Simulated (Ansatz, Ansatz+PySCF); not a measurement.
| atom | x (Å) | y (Å) | z (Å) |
| --- | --- | --- | --- |
| B | -1.4415 | 0.1062 | -0.0670 |
| N | -0.6468 | 1.1700 | 0.4560 |
| B | 0.7749 | 1.0860 | 0.5461 |
| N | 1.3998 | -0.1082 | 0.0776 |
| B | 0.6536 | -1.2023 | -0.4538 |
| N | -0.7659 | -1.0691 | -0.5134 |
| H | -2.6389 | 0.1965 | -0.1259 |
| H | -1.1006 | 2.0005 | 0.7744 |
| H | 1.4239 | 1.9886 | 1.0053 |
| H | 2.3941 | -0.1822 | 0.1297 |
| H | 1.2017 | -2.2030 | -0.8329 |
| H | -1.3045 | -1.8261 | -0.8789 |

Basis set: def2-SVP (spherical functions). Left uncorrelated: 6 orbitals. Charge 0, multiplicity 3.

Computed with Ansatz (development build ahead of 0.2.0); each method stands on the lowest determinant of its kind that the runs found.

Question: Give the atomization energy at this shape (free ground-state atoms in the same class of orbitals less the molecule, no zero-point energy) of triplet B₃N₃H₆ by UHF-MP2, UHF.

Answer:

| method | atomization energy |
| --- | --- |
| UHF-MP2 | 44.13 eV |
| UHF | 33.42 eV |

Caution: another spin multiplicity may lie lower; the determinant breaks the point group.
